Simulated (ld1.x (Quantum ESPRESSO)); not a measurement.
**bismuth: one change to an RRKJ potential, before and after**

Bi, norm-conserving RRKJ (Kleinman–Bylander form), made with ld1.x (Quantum ESPRESSO) 7.5 (PBE, scalar-relativistic). Core [Xe] 4f14, reference 5d10 6s2 6p3. Waves: 6s (bound): rc 1.75 bohr; 6p (bound): rc 2.10 bohr; 5d (bound): rc 1.10 bohr. Local part: all-electron potential smoothed inside 1.15 bohr (lloc = -1). Core correction: none. rho0 = 0.02.

Change: local potential the p channel.

Cutoffs: the cutoffs (Ry, on a coarse ladder) from which the occupation-weighted sum of valence levels, in a spherical-Bessel basis at the reference potential, stays within 10 and 1 mRy of its value at 400 Ry; they do not see the model core or the augmentation charge, which bear on the density cutoff. Errors are all-electron minus pseudo energies relative to the spin-unpolarised reference configuration.

Question: What does the change do?

Answer: The potential gets neither clearly harder nor softer (140 Ry and 230 Ry → 140 Ry and 230 Ry); the bound ghost in p, s disappears; the number of tests that count goes from 6 to 7; of the 6 tests that both files solve, the error grows in 0 and shrinks in 2 by more than 15 % and 0.3 meV (median size 2.6 → 1.5 meV); the range in which the d phases agree narrows (upper end at the end of the scan → 0.2). In the separable form a ghost depends on how the local part lies against the semilocal potential of the channel, so the choice of the local part can create or remove one.

| quantity | base | changed |
| --- | --- | --- |
| cutoff, loose | 140 Ry | 140 Ry |
| cutoff, tight | 230 Ry | 230 Ry |
| loose cutoff by channel (10 mRy a level) | s 30 Ry, p 6 Ry, d 110 Ry | s 30 Ry, d 110 Ry, p 8 Ry |
| bound ghosts | s, p | none |
| tests counted (converged, no solver errors) | 6 of 7 | 7 of 7 |
| error for 5d10 6s2 6p2, meV [ΔE 7.91 eV] | -1.8 | -2.0 |
| error for 5d10 6s2 6p0, meV [ΔE 46.50 eV] | -4.5 | -4.6 |
| error for 5d10 6s1 6p3, meV [ΔE 18.73 eV] | +3.5 | +0.6 |
| error for 5d10 6s2 6p3.3, meV [ΔE -1.09 eV] | +0.6 | +0.6 |
| error for 5d10 6s2 6p2.5, meV [ΔE 3.10 eV] | -1.1 | -1.1 |
| error for 5d10 6s1 6p0, meV [ΔE 91.91 eV] | +43 | +18 |
| s: phases at 2.31 bohr within 0.05 rad from the reference energy up to (Ry; the scan ends near 5) | 0.9 | 1.2 |
| p: phases at 2.31 bohr within 0.05 rad from the reference energy up to (Ry; the scan ends near 5) | 2.5 | 3.3 |
| d: phases at 2.31 bohr within 0.05 rad from the reference energy up to (Ry; the scan ends near 5) | to the end of the scan | 0.2 |

Base: Tests not counted: 5d10 6s2 6p1 (solver errors, printed error -4.2 eV). A true bound ghost makes a file unfit for plane-wave use even where its test errors are small: the radial tests pick states by their node count and pass the ghost by. Where a test does run into it, the solver fails or the error is huge.
